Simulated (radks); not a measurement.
Results of a calculation; reference values are marked as such.
Valence configurations of the iodine ion I+ (all share [Kr]). Code: a radial shooting solver on a logarithmic mesh with Libxc functionals. Model: non-relativistic Kohn-Sham, r2SCAN, spin-polarised, spherical densities, point nucleus; open shells are filled with parallel spins first (spin-orbit coupling, left out, can overturn this in heavy ions); meta-GGA in the generalised Kohn-Sham scheme; relativity is left out, which matters for an element this heavy. Energies are relative to 4d10 5s2 5p4; eigenvalues in eV for spin up.

| valence | E (eV) | moment (Bohr magnetons) | e(4d) | e(5p) | e(5s) |
|---|---|---|---|---|---|
| 4d10 5s2 5p4 | 0.000 | 2 | -63.394 | -16.403 | -26.143 |
| 4d10 5s1.5 5p4.5 | 4.811 | 2 | -64.006 | -16.687 | -26.530 |
| 4d10 5p6 | 20.468 | 0 | -65.623 | -16.619 | - |
| 4d9 5s2 5p5 | 50.796 | 2 | -71.022 | -17.574 | -27.952 |
| 4d10 5s1 5p5 | 9.580 | 2 | -64.622 | -16.978 | -26.922 |
| 4d8 5s2 5p6 | 105.92 | 2 | -78.585 | -18.694 | -29.669 |
| 4d9.5 5s2 5p4.5 | 24.860 | 2 | -67.219 | -16.997 | -27.062 |
| 4d9 5s1.5 5p5.5 | 55.900 | 2 | -71.594 | -17.840 | -28.310 |
| 4d9 5s1 5p6 | 60.982 | 2 | -72.168 | -18.110 | -28.670 |

NIST lists [Kr] 4d10 5s2 5p4 as the ground configuration; this level of theory agrees among the configurations tried. The energies are those of spherical high-spin densities, not of single terms. Relativity is left out, which favours d and f over s occupation in heavy atoms.
